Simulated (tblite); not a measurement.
Species: C6H10N2Si.
Geometry (GFN2-xTB, Å), atoms numbered from 1 in this order:
```xyz
19
C6H10N2Si angstrom
N      3.6958    0.1706   -0.5028
Si     2.2659   -0.7818   -0.3541
N      1.0422    0.4346   -0.2631
C     -0.3109    0.2882   -0.0702
C     -0.8950   -0.9723    0.0535
C     -2.2573   -1.0995    0.2383
C     -3.0684    0.0213    0.3083
C     -2.4980    1.2774    0.1910
C     -1.1368    1.4125    0.0035
H      3.7481    0.8436   -1.2511
H      4.5746   -0.3136   -0.4332
H      2.4310   -1.5368    0.8891
H      1.9665   -1.6769   -1.4833
H      1.3385    1.3994   -0.2708
H     -0.2658   -1.8470    0.0075
H     -2.6916   -2.0846    0.3313
H     -4.1327   -0.0844    0.4545
H     -3.1180    2.1606    0.2462
H     -0.6982    2.3978   -0.0868
```

All values are computed: GFN2-xTB (tblite) harmonic vibrations without scaling, gas phase. This tight-binding method is rough: wavenumbers can miss measured ones by several per cent, in bad cases by 10 to 20. Modes of hydrogen on silicon can be 10 to 20 % off. One conformer, not necessarily the lowest.

Harmonic wavenumbers (cm⁻¹): 57.2, 72.0, 120.3, 199.4, 216.9, 225.9, 357.6, 376.3, 437.2, 482.4, 528.6, 537.6, 577.1, 589.5, 608.3, 656.4, 732.1, 753.1, 770.7, 808.1, 846.5, 861.4, 870.5, 895.5, 919.8, 922.5, 938.3, 996.8, 1085.9, 1121.9, 1180.4, 1197.0, 1227.2, 1298.2, 1335.0, 1360.9, 1456.2, 1495.0, 1537.8, 1585.8, 1609.4, 2165.1, 2244.9, 3052.9, 3071.8, 3076.0, 3092.0, 3101.1, 3440.3, 3478.5, 3523.9.

A = 4405, B = 696.0, C = 606.0 MHz; mass 138.061 u (most abundant isotopes); point group C1, symmetry number 1.

What is the zero-point energy?

½Σν̃ = 32048 cm⁻¹ = 91.63 kcal/mol.

Entropy at 273.15 K, 1 bar (ideal gas, RRHO, classical rotation)?

Translation 40.27, rotation 29.28, vibration 24.16: S = 93.7 cal/(mol K).

And Cp and H(273.15 K) − H(0)?

Cp = 37.17 cal/(mol K), of which vibrations give 29.23 (their classical limit is 51 R = 101.3); H(273.15 K) − H(0) = 5.85 kcal/mol without the zero-point energy, 3.68 from vibrations.

Which modes carry the vibrational entropy at 273.15 K?

57.2 cm⁻¹: 4.38; 72.0 cm⁻¹: 3.93; 120.3 cm⁻¹: 2.93; 199.4 cm⁻¹: 1.98; 216.9 cm⁻¹: 1.83; 225.9 cm⁻¹: 1.75 cal/(mol K); the other 45 give 7.37 together.

What must be added to the electronic energy to get the Gibbs energy at 273.15 K and 1 bar?

ZPE + [H(273.15 K) − H(0)] − T·S = 91.63 + 5.85 − 25.60 = 71.88 kcal/mol.

How do the functions run with temperature in this model?

```tsv
T (K)	S (cal/(mol K))	Cp (cal/(mol K))	H − H(0) (kcal/mol)	G − H(0) (kcal/mol)	ln q(vib)
150	76.4	22.3	2.20	-9.26	2.47
250	90.5	34.3	5.02	-17.62	4.81
298.15	97.1	40.2	6.82	-22.13	6.01
400	110.5	51.2	11.48	-32.71	8.63
600	134.4	66.8	23.40	-57.26	13.88
900	164.4	80.8	45.74	-102.25	21.40
```

q(vib) and H(0) count from the zero-point level.

Hindered rotation and anharmonicity are outside this model. Other conformers, if any are populated, would add a mixing term that is left out. The structure is chiral; the term R ln 2 for an equal mix with its mirror image is left out.
